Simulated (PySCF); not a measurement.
# Mo(2+): excitation energy

Mo(2+) [Kr] 4d4 (5D) → Mo(2+) [Kr] 4d3 5p1 (high-spin determinant), as a difference of total energies. Calculation: PySCF 2.14, in aug-cc-pwCVDZ-PP with ECP28MDF (6s6p5d3f, 70 functions); scalar relativity through the core potential. Correlated levels: valence: 4s2 4p6 frozen. The calculations carry no spin-orbit coupling.

```
           method  excitation energy (eV)
              UHF                   9.139
    MP2 (valence)                   9.389
SCS-MP2 (valence)                   9.223
   CCSD (valence)                   9.348
CCSD(T) (valence)                   9.330
```

Problem. How much does correlation contribute at CCSD(T) (valence)?

Solution. 9.330 − (9.139) = 0.191 eV, measured against UHF.

The determinant of the upper state mixes LS terms, which raises its energy above the lowest term, most at the Hartree-Fock and MP2 levels.
